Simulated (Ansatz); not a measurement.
Gas-phase electronic energies from Ansatz, PBE0-D4/def2-TZVP geometries. CCSD(T)/CBS is the MP2 limit (def2-TZVPP, def2-QZVPP) plus CCSD(T) − MP2 in def2-TZVPP, frozen cores. This one scheme is used for every species. Functionals use def2-TZVPP. For Br outer-core shells are correlated without core-valence functions, which leaves a few kJ/mol of doubt a bond. Scalar relativity is left out up to krypton. One conformer a species, not always the lowest.

Consider the formal exchange of groups at the Al–H bond: `C=[N][AlH2]` + `FC[SiH2]Br` → `C=[N][AlH][SiH2]Br` + `CF`.

CCSD(T)/CBS gives -0.29 eV.

**Question.** Another level gave -0.37 eV. Which?
A. PBE/def2-TZVPP
B. LDA (SPW92)/def2-TZVPP
C. BLYP/def2-TZVPP
D. B97M-V/def2-TZVPP

**Answer.** A. PBE -0.37, BLYP -0.27, B97M-V -0.20, LDA (SPW92) -0.32 eV.

Largest T1 diagnostic among the species: 0.015.

Leaving LDA and LC-ωPBE aside and taking each functional with its dispersion term where it has one, the values, not all of them listed here, spread over 0.19 eV, from PBE-D4 to ωB97M-V. LDA lies +0.05 eV from PBE without D4.
